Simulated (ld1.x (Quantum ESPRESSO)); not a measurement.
Transferability test, RRKJ potential for Ga (Z = 31)

* Element: gallium (Ga)
* Generator: ld1.x (Quantum ESPRESSO) 7.5
* Type: norm-conserving RRKJ (Kleinman–Bylander form)
* Functional: LDA (PZ)
* Relativity: scalar-relativistic
* Frozen core: [Ar] 3d10
* Valence charge: 3
* Reference configuration: 4s2 4p1
* Partial waves: 4s (bound): rc 1.80 bohr; 4p (bound): rc 2.80 bohr; 4d channel at 6.17 Ry: rc 2.60 bohr
* Local potential: the d channel
* Core correction: none
* rho0: 0.005

Energies are relative to the spin-unpolarised reference configuration 4s2 4p1; without spin polarisation the order of configurations can differ from experiment. Spin-polarised rows fill each open shell by Hund’s rule, majority spin first.

```tsv
valence configuration	charge	ΔE all-electron (eV)	error AE − PS (meV)
4s2 4p0	+1	5.888	-8.2
4s2 4p0.5	+0.5	2.120	-2.8
4s0 4p3	0	13.544	+66
4s2 4p1.3	-0.3	-0.578	-0.6
4s1 4p2	0	6.612	+11
4s2 4p1 (spin-polarised)	0	-0.134	+16
4s1 4p0 (spin-polarised)	+2	27.084	+360
```

(1) What are ΔE and the potential's error for 4s1 4p0?

(2) What are ΔE and the potential's error for 4s1 4p1?

Note: ghost states, extra bound levels that the all-electron valence spectrum of the same l lacks: s at -244.4 eV, p at -80.1 eV. A true bound ghost makes a file unfit for plane-wave use.

Results:

(1) ΔE = 27.391 eV all-electron; the error (AE − PS) is +62 meV.

(2) ΔE = 13.338 eV all-electron; the error (AE − PS) is -10 meV.
